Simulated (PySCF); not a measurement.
**[CaI3]-: adding exact exchange**

Base calculation in PySCF with density fitting and no spin–orbit coupling, PBE/def2-SVPD (scalar-relativistic core potentials): singlet, D3h, Ca–I 2.936 Å (×3); wavenumbers 35 (×2), 78, 102, 230 (×2) cm⁻¹; gap between the highest occupied and lowest empty levels 3.71 eV, polar-tensor charge of Ca 1.29 e.

Problem. What changes on going to PBE0/def2-SVPD (scalar-relativistic core potentials)?

Solution. The point group stays the same. Changes: mean bond to Ca -0.003 Å, highest wavenumber +4 cm⁻¹, lowest wavenumber 0 cm⁻¹, gap between the highest occupied and lowest empty levels +1.71 eV, polar-tensor charge of Ca +0.04 e. The new structure has Ca–I 2.933 Å (×3), with wavenumbers 35 (×2), 78, 103, 234 (×2) cm⁻¹. Exact exchange shortens and stiffens the bonds and opens the gap, the usual pattern.

Modes under 40 cm⁻¹ make the shape and entropy of CaI₃⁻ uncertain. The structures come from searches over a few start shapes, so lower isomers are not excluded.
